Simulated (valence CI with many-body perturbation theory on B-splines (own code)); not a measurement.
The numbers below are computed, except where a source is named.
**Basis-set convergence for Hg39+**

Method: relativistic CI+MBPT: five valence electrons over a frozen Dirac-Fock core [Kr], radial functions for each j: 7 s, 7 p, 8 d, 6 f, 4 g, 1 h, with the one-electron correlation potential Σ1 (screened to all orders), the two-electron term Σ2, the three-electron term Σ3, Breit, model QED; selected single and double excitations, second order for the rest, scaled by the run's own slope (own B-spline code, finite nucleus).

No measured spectrum was set against this ion. As an estimate, large intervals hold to a few tenths of a per cent, small ones and those within an open d or f shell to about a per cent. Among the levels kept, up to 400 cm⁻¹ of a level comes from second order outside the variational space, and about a tenth of that is noise between levels of different J, which matters for small intervals. Only levels of the ground parity were solved; by the run's estimate the other parity begins above the list, which can be wrong where configurations are misplaced.

The reference run has the lowest level (4d3/2^4 4d5/2) J=5/2 and an ionisation energy of 1840.21 eV. Its largest variational space holds 19997 state functions.

Levels are named by their leading jj configuration (3d3/2^4 stands for four electrons in 3d with j = 3/2), which in mixed levels can hold well under half, so a name can repeat and another be missing. Letters in brackets count levels of one name in rising energy.

Changed runs:
A. basis 6 s, 6 p, 5 d, 5 f, 1 g
B. basis 5 s, 5 p, 4 d, 4 f

Excitation energies of the reference run in cm⁻¹, and shifts in cm⁻¹:

```csv
Level,Reference,A,B
(4d3/2^3 4d5/2^2) J=5/2 [a],172370,-267,-629
(4d3/2^3 4d5/2^2) J=7/2 [a],213751,-100,+240
(4d3/2^3 4d5/2^2) J=3/2 [a],218752,-78,+213
(4d3/2^3 4d5/2^2) J=11/2,222520,-13,+235
(4d3/2^3 4d5/2^2) J=9/2,237572,-54,+593
(4d3/2^3 4d5/2^2) J=5/2 [b],248450,-35,+872
(4d3/2^3 4d5/2^2) J=1/2,258587,-30,+857
(4d3/2^3 4d5/2^2) J=7/2 [b],263995,+38,+1082
(4d3/2^3 4d5/2^2) J=3/2 [b],319478,+148,+1440
(4d3/2^2 4d5/2^3) J=5/2 [a],383570,-265,-459
(4d3/2^2 4d5/2^3) J=7/2 [a],412766,-235,+80
(4d3/2^2 4d5/2^3) J=11/2,418411,-142,+27
Ionisation energy (eV),1840.21,-0.08,-0.20
```
